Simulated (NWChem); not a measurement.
Program: NWChem. System: ClI, charge 1, spin multiplicity 2, at the geometry of a parent with another charge or spin, in a state set for the comparison that need not be this species' ground state. Its SCF solution wasn't tested for a lower state. Level: UPBE0/x2c-SVPall-2c, scalar ZORA.

The NWChem input:

```
start mol
memory heap 200 mb stack 800 mb global 1000 mb
charge 1
geometry units angstroms nocenter noautoz noautosym
  Cl     0.000000     0.000000     1.807518
  I      0.000000     0.000000    -0.579770
end
basis spherical
  * library x2c-svpall-2c
end
relativistic
  zora on
end
dft
  xc pbe0
  odft
  mult 2
  semidirect memsize 60000000 filesize 0
  iterations 100
  grid fine
end
task dft energy
```

Part of the output:

```
             Northwest Computational Chemistry Package (NWChem) 7.3.0
             --------------------------------------------------------

                                NWChem Input Module
                                -------------------

 Scaling coordinates for geometry "geometry" by  1.889725989
 (inverse scale =  0.529177249)

                             Geometry "geometry" -> ""
                             -------------------------

 Output coordinates in angstroms (scale by  1.889725989 to convert to a.u.)

  No.       Tag          Charge          X              Y              Z
 ---- ---------------- ---------- -------------- -------------- --------------
    1 Cl                  17.0000     0.00000000     0.00000000     1.80751800
    2 I                   53.0000     0.00000000     0.00000000    -0.57977000

 Effective nuclear repulsion energy (a.u.)     199.7198081458

            Nuclear Dipole moment (a.u.)
            ----------------------------
        X                 Y               Z
 ---------------- ---------------- ----------------
     0.0000000000     0.0000000000    -0.0000075589


 Summary of "ao basis" -> "" (spherical)
 ------------------------------------------------------------------------------
       Tag                 Description            Shells   Functions and Types
 ---------------- ------------------------------  ------  ---------------------
 *                       x2c-svpall-2c                on all atoms

                                 NWChem DFT Module
                                 -----------------

 Summary of "ao basis" -> "ao basis" (spherical)
 ------------------------------------------------------------------------------
       Tag                 Description            Shells   Functions and Types
 ---------------- ------------------------------  ------  ---------------------
 Cl                      x2c-svpall-2c               9       21   4s4p1d
 I                       x2c-svpall-2c              18       50   6s8p4d

 Summary of "ao basis" -> "ao basis" (spherical)
 ------------------------------------------------------------------------------
[...]
              MO Center=  7.0D-08,  5.8D-08, -4.8D-01, r^2= 3.4D+00
   Bfn.  Coefficient  Atom+Function         Bfn.  Coefficient  Atom+Function
  ----- ------------  ---------------      ----- ------------  ---------------
    26      2.158752  2 I  s                 27     -2.049626  2 I  s
    25     -0.661610  2 I  s                 64      0.347309  2 I  d  0
     3      0.188985  1 Cl s                 45     -0.150925  2 I  pz
    59     -0.140089  2 I  d  0              24      0.136684  2 I  s
    16     -0.093386  1 Cl pz                19      0.091679  1 Cl d  0

   alpha - beta orbital overlaps
   -----------------------------

   alpha      1      2      3      4      5      6      7      8      9     10
    beta      1      2      4      3      5      6      7      8      9     10
 overlap   1.000  1.000  1.000  1.000  1.000  1.000  1.000  1.000  1.000  1.000

   alpha     11     12     13     14     15     16     17     18     19     20
    beta     11     12     13     14     15     16     17     18     19     20
 overlap   0.995  1.000  1.000  1.000  0.995  1.000  1.000  1.000  1.000  1.000

   alpha     21     22     23     24     25     26     27     28     29     30
    beta     21     22     23     24     25     26     27     28     29     30
 overlap   1.000  1.000  1.000  0.993  1.000  1.000  1.000  0.993  0.999  0.999

   alpha     31     32     33     34     35     36     37     38     39     40
    beta     31     33     32     35     34     36     37     39     38     41
 overlap   1.000  0.981  0.999  0.981  0.999  1.000  0.991  1.000  1.000  0.949

   alpha     41     42     43     44     45     46     47     48     49     50
    beta     40     42     44     43     45     46     48     47     50     49
 overlap   1.000  0.959  1.000  1.000  1.000  0.999  0.996  1.000  1.000  1.000

   alpha     51     52     53     54     55     56     57     58     59     60
    beta     51     53     52     54     55     56     57     58     59     60
 overlap   0.997  1.000  1.000  1.000  1.000  1.000  1.000  1.000  1.000  1.000

   alpha     61     62     63     64     65     66     67     68     69     70
    beta     61     62     63     64     65     66     67     68     69     70
 overlap   1.000  1.000  1.000  1.000  1.000  1.000  1.000  1.000  1.000  1.000

   alpha     71
    beta     71
 overlap   1.000

     --------------------------
     Expectation value of S2:
     --------------------------
      <S2> =      0.7523 (Exact =     0.7500)

 center of mass
 --------------
 x =   0.00000000 y =   0.00000000 z =  -0.12101936

 moments of inertia (a.u.)
 ------------------
         557.939730452018           0.000000000000           0.000000000000
           0.000000000000         557.939730452018           0.000000000000
           0.000000000000           0.000000000000           0.000000000000

     Multipole analysis of the density
     ---------------------------------

     L   x y z        total         alpha         beta         nuclear
     -   - - -        -----         -----         ----         -------
     0   0 0 0      1.000000    -35.000000    -34.000000     70.000000

     1   1 0 0      0.000000      0.000000      0.000000      0.000000
     1   0 1 0      0.000000      0.000000      0.000000      0.000000
     1   0 0 1     -0.273485     -0.125690     -0.147788     -0.000008

     2   2 0 0    -27.441442    -14.458325    -12.983117      0.000000
     2   1 1 0     -0.867692      0.033135     -0.900827      0.000000
     2   1 0 1     -0.000000     -0.000000     -0.000000      0.000000
     2   0 2 0    -26.170266    -14.506868    -11.663398      0.000000
     2   0 1 1     -0.000000     -0.000000      0.000000      0.000000
     2   0 0 2    -19.218594   -143.272254   -137.905780    261.959440

 Task  times  cpu:       39.6s     wall:       39.6s

 Total times  cpu:       39.7s     wall:       39.7s
```
